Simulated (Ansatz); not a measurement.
Program: Ansatz. Geometries: PBE0-D4/def2-TZVP. ΔE: electronic, gas phase. CCSD(T)/CBS is the MP2 limit (def2-TZVPP, def2-QZVPP) plus CCSD(T) − MP2 in def2-TZVPP, frozen cores. This one scheme is used for every species. DFT in def2-TZVPP. Each species was taken in one conformer, which may not be the lowest.

Reaction (ligand exchange at the Si–N bond): `[SiH3]N[SiH2]S` + `OB(O)O` → `OB(O)O[SiH3]` + `N[SiH2]S`

`[SiH3]N[SiH2]S`:

Cartesian coordinates in Å:
```
Si 0.212 1.375 1.133
N -0.198 -0.234 0.651
Si 0.355 -1.127 -0.708
S -1.208 -1.711 -2.044
H 1.108 1.932 0.091
H -1.004 2.224 1.255
H 0.909 1.403 2.448
H -0.890 -0.702 1.222
H 0.942 -2.438 -0.331
H 1.357 -0.268 -1.381
H -1.581 -0.453 -2.335
```

`OB(O)O`:

Cartesian coordinates in Å:
```
O -1.006 -0.611 0.693
B 0.000 0.000 0.000
O -0.277 1.065 -0.809
O 1.283 -0.454 0.116
H -1.859 -0.203 0.530
H 0.509 1.406 -1.241
H 1.350 -1.204 0.711
```

`OB(O)O[SiH3]`:

Z-matrix (Å, degrees):
```
Si
O 1 1.653
H 1 1.484 2 110.7
H 1 1.484 2 110.7 3 121.9
H 1 1.482 2 106.3 3 -119.0
B 2 1.365 1 130.1 3 -60.9
O 6 1.366 2 120.9 1 180.0
O 6 1.365 2 119.4 1 -0.0
H 7 0.960 6 112.1 2 0.0
H 8 0.960 6 112.6 2 180.0
```

`N[SiH2]S`:

Z-matrix (Å, degrees):
```
Si
S 1 2.151
N 1 1.706 2 111.5
H 1 1.484 2 111.6 3 -117.8
H 1 1.485 2 105.8 3 122.4
H 2 1.343 1 94.3 3 -148.1
H 3 1.006 1 122.1 2 53.2
H 3 1.006 1 120.4 2 -98.6
```

```csv
level,ΔE (kcal/mol),difference from CCSD(T)/CBS
PBE-D4,-5.8,1.4
r2SCAN-D4,-7.4,-0.2
ωB97X-V,-7.5,-0.3
B2PLYP,-7.9,-0.7
PBE0,-6.6,0.6
HF/def2-TZVPP,-10.0,-2.8
MP2/def2-TZVPP,-6.8,0.4
SCS-MP2/def2-TZVPP,-7.5,-0.3
CCSD/def2-TZVPP,-7.4,-0.2
CCSD(T)/def2-TZVPP,-7.0,0.2
HF/def2-QZVPP,-10.2,-3.0
MP2/def2-QZVPP,-7.1,0.1
SCS-MP2/def2-QZVPP,-7.7,-0.5
HF/CBS(def2),-10.3,-3.1
MP2/CBS(def2),-7.1,0.1
CCSD/CBS(def2),-7.7,-0.5
CCSD(T)/CBS,-7.2,0
```

Largest T1 diagnostic among the species: 0.012.

The D4 term adds +0.8 kcal/mol with B3LYP and +0.5 kcal/mol with PBE0; it sums over pairs of atoms, weighted by their polarisabilities, and B3LYP, whose exchange is more repulsive, gets the larger term. In def2-TZVPP, CCSD(T) changes the Hartree–Fock value by +3.1 kcal/mol (the triples alone add +0.4 kcal/mol) and MP2 by +3.2 kcal/mol.

B3LYP here is the variant with VWN-RPA as its local correlation; programs differ in this.
